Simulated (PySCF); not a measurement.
Species: C₄H₄F₂O₃.
Geometry (GFN2-xTB, Å), atoms numbered from 1 in this order:
```
atom  x, y, z in Å
O1    -2.4373   -0.0421    2.0175
C2    -1.6610   -0.1012    1.1306
C3    -1.6190    0.2680   -0.3417
C4    -0.2165   -0.3401   -0.2668
O5     0.7825    0.5972   -0.5111
C6     2.0474    0.1811   -0.2101
F7     2.4592   -0.7728   -1.0808
F8     2.8658    1.2202   -0.3630
O9    -0.3888   -0.6142    1.1320
H10   -2.3383   -0.2354   -0.9800
H11   -1.6156    1.3372   -0.5352
H12   -0.0373   -1.2704   -0.8198
H13    2.1544   -0.2271    0.8107
```

The closed-shell SCF was solved with PySCF and density fitting under several settings on one GFN2-xTB geometry (grid level 2 and gas phase unless stated).

```tsv
settings	basis functions	SCF cycles	E (Eh)	HOMO (eV)	LUMO (eV)	dipole (D)
PBE0/pcSseg-1	173	15	-579.5307	-8.74	-0.30	2.22
PBE0/def2-SVPD	227	14	-579.1863	-8.85	-0.50	2.25
BP86/def2-SVPD, start guess sap	227	19	-579.7898	-7.31	-1.70	2.16
```

Q: Estimate the rows for these settings: (1) LC-wPBE/MINI; (2) B97-D/pcSseg-1; (3) revPBE/6-311G**.

A: 
```tsv
settings	basis functions	SCF cycles	E (Eh)	HOMO (eV)	LUMO (eV)	dipole (D)
LC-wPBE/MINI	49	14	-575.6000	-12.54	0.73	1.84
B97-D/pcSseg-1	173	17	-579.7813	-7.12	-1.34	2.12
revPBE/6-311G**	186	17	-580.1563	-6.83	-1.18	2.00
```

Q: Over all rows, what range does the HOMO–LUMO gap span?

A: From 5.61 eV (BP86/def2-SVPD, start guess sap) to 13.27 eV (LC-wPBE/MINI). The functional of the narrowest has no exact exchange, that of the widest range-separated exact exchange.

Q: And the dipole moment?

A: From 1.84 D (LC-wPBE/MINI) to 2.25 D (PBE0/def2-SVPD); the largest is 1.22 times the smallest, and the median is 2.14 D.

Q: Compare two rows with the functional PBE0: PBE0/pcSseg-1 and PBE0/def2-SVPD. Which energy is lower, and by how much?

A: PBE0/pcSseg-1 (173 functions) lies 0.3444 Eh or 216 kcal/mol below PBE0/def2-SVPD (227 functions). The smaller set gives the lower energy; the two sets aren't nested, so the variational bound doesn't order them by size.

B97-D ran without the empirical dispersion term, which would shift the total energy alone. Cycle counts include a coarse-grid stage where the run had one. All basis functions are spherical, in the Pople sets too.

One conformer stands for the species.
